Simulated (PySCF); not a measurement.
**A small calculation by hand: refractive index and permittivity of the vapour**

iminoborane (BH₂N), SMILES B=N.

Coordinates come from a B3LYP-D3(BJ)/def2-TZVPD optimisation.

HF/def2-TZVPD in PySCF gives a mean static polarisability of 21.6 bohr³ and a dipole moment of 0.45 D. Take an ideal gas at 298.15 K and 0.01 bar, whether or not the substance is that volatile.

Question: Work out n − 1 in the optical limit and the static ε − 1.

Answer: 
Polarisability volume α' = 21.6 × 0.148185 = 3.20 Å³. Number density N = p/kT = 2.43e-7 Å⁻³.
Dilute limit of Lorentz–Lorenz: n − 1 = 2π N α' = 4.9e-6.
Orientation term of Debye: μ²/(3kT) = 8.098 Å³ × μ²(D²) = 1.64 Å³.
ε − 1 = 4π N (α' + μ²/3kT) = 1.5e-5. Orientation of the dipole supplies 34 % of the static response; it can't follow optical fields. Vibrational polarisation and dispersion are left out.
